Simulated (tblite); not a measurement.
C8H7F (charge +1 and doublet state).
Numbering: `[CH+:1]=[C:2][C:3](=[CH2:4])/[CH:5]=[C:6](\[F:7])[CH:8]=[CH2:9]` (hydrogens: H10 on C1; H11, H12 on C4; H13 on C5; H14 on C8; H15, H16 on C9)

Computed geometry: GFN2-xTB, gas phase. This method treats the open shell by occupation alone, without spin polarisation.

What internal coordinates does the optimisation give?

```tsv
bond	length (Å)	order
C1=C2	1.206	double
C2–C3	1.411	single
C3=C4	1.375	double
C3–C5	1.427	single
C5=C6	1.380	double
C6–F7	1.322	single
C6–C8	1.428	single
C8=C9	1.349	double
C1–H10	1.053	single
C4–H11	1.078	single
C4–H12	1.078	single
C5–H13	1.081	single
C8–H14	1.081	single
C9–H15	1.080	single
C9–H16	1.077	single
```

Orders are formal, as drawn. A selection of angles:
```tsv
angle	degrees
C1–C2–C3	178.2
C2–C3–C4	118.4
C2–C3–C5	121.6
C4–C3–C5	120.0
C3–C5–C6	126.3
C5–C6–F7	119.4
C5–C6–C8	123.9
F7–C6–C8	116.6
C6–C8–C9	122.6
```

Dihedral angles: C2–C3–C5–C6 1° (synperiplanar); C3–C5–C6–F7 0° (synperiplanar); C5–C6–C8–C9 180° (antiperiplanar).

C6 (carbon bonded to 2 C and F) is planar (angles 123.9°, 119.4° and 116.6°, sum 360.0°, 0.00 Å off the plane of its three neighbours). Of the pairs four or more bonds apart, C2···F7 is among the closest relative to their van der Waals radii: 2.68 Å, 85 % of the sum of Bondi's values. The C–C distances run from 1.206 Å (C1=C2, drawn double in a drawing that doesn't fit all lengths) to 1.428 Å (C6–C8, drawn single in a drawing that doesn't fit all lengths), a spread of 0.222 Å. C9 (carbon bonded to C and 2 H) is planar (angles 121.6°, 121.2° and 117.1°, sum 360.0°, 0.00 Å off the plane of its three neighbours). C8 (carbon bonded to 2 C and H) is planar (angles 122.6°, 121.0° and 116.4°, sum 360.0°, 0.00 Å off the plane of its three neighbours). C4 (carbon bonded to C and 2 H) is planar (angles 121.4°, 120.8° and 117.8°, sum 360.0°, 0.00 Å off the plane of its three neighbours). C5 (carbon bonded to 2 C and H) is planar (angles 126.3°, 116.9° and 116.8°, sum 360.0°, 0.00 Å off the plane of its three neighbours).

Point group: Cs (tolerance 0.08 Å). Its GFN2-xTB frequencies are all real (lowest 59 cm⁻¹).

One conformer stands for the species.
